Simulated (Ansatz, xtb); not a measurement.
Two isomers of C4H6F3NO

Structure X is `CCNC(=O)C(F)(F)F`, a singlet and structure Y is `NC(=O)CCC(F)(F)F`, a singlet. Both are isolated molecules in the gas phase, relaxed with PBE-D3(BJ)/def2-SVP; the shapes shown needn't be the lowest conformers.

X (Å):

```xyz
15

C     0.2636   -1.1694   -3.4403
C     1.3903   -1.7920   -2.6158
C     1.6882   -1.0597   -0.2810
C     2.3093    0.0431    0.6201
F     2.9386    1.0156   -0.1044
F     1.3522    0.6357    1.3525
F     3.2150   -0.4939    1.4547
N     1.9251   -0.8871   -1.6102
O     1.0657   -1.9797    0.2317
H    -0.5883   -0.8833   -2.7920
H     0.6058   -0.2620   -3.9797
H    -0.1056   -1.8903   -4.1970
H     2.2190   -2.1275   -3.2761
H     1.0263   -2.6794   -2.0608
H     2.4317   -0.0497   -1.9038
```

Y (Å):

```csv
atom,x (Å),y (Å),z (Å)
C,-1.7202,-0.3676,0.1676
C,-0.6119,0.4272,0.8744
C,0.7182,-0.3247,0.8499
C,1.4628,-0.1638,-0.4589
F,1.7975,1.1373,-0.6835
F,2.6095,-0.8798,-0.4668
F,0.7211,-0.5648,-1.5220
N,-2.6291,0.3880,-0.5185
O,-1.8020,-1.5875,0.2651
H,-3.3795,-0.0959,-1.0131
H,-2.4955,1.3843,-0.6807
H,-0.9385,0.5447,1.9290
H,-0.4964,1.4505,0.4616
H,1.3978,0.0221,1.6522
H,0.5176,-1.4046,1.0014
```

**Question.** Estimate E(Y) − E(X) at the level CCSD(T)/def2-SVP + ΔMP2/def2-TZVPP.

**Answer.** Calculated at CCSD(T)/def2-SVP + ΔMP2/def2-TZVPP: E(Y) − E(X) = −58.8 kJ/mol, so structure Y lies lower.

Level by level:

```tsv
level	geometry	E(Y) − E(X) (kJ/mol)	departure from the last row (kJ/mol)	job, with rough time for the two
GFN2-xTB	GFN2-xTB	−28.2	+30.7	optimisation, 0.25 s
HF/STO-3G	GFN2-xTB	−16.0	+42.8	single point, 0.52 s
r2SCAN-D4/def2-SVP	GFN2-xTB	−54.4	+4.4	single point, 4.6 s
PBE-D3(BJ)/def2-SVP	PBE-D3(BJ)/def2-SVP	−46.8	+12.0	optimisation, 38 s
HF/def2-SVP	PBE-D3(BJ)/def2-SVP	−63.3	−4.5	part of the CCSD(T) run
MP2/def2-SVP	PBE-D3(BJ)/def2-SVP	−54.3	+4.5	part of the CCSD(T) run
CCSD(T)/def2-SVP	PBE-D3(BJ)/def2-SVP	−53.3	+5.6	single point
CCSD(T)/def2-SVP + ΔMP2/def2-TZVPP	PBE-D3(BJ)/def2-SVP	−58.8		single point, 3.1 min
```

As drawn, Y has 1 C–C, 1 N–H in place of 1 C–N, 1 C–H.

None of the levels shown reverses the order. The largest departure from CCSD(T)/def2-SVP + ΔMP2/def2-TZVPP is that of HF/STO-3G, 42.8 kJ/mol. A small imaginary or near-zero mode remains, so no thermal terms are given. The last row adds to CCSD(T) the change of the MP2 difference between the two basis sets, here −5.6 kJ/mol.

The correlated steps freeze 9 core orbitals. Programs: Ansatz 0.2.0, xtb 6.7.1; the last row on 4 threads of Arm Neoverse V1 on a shared host.
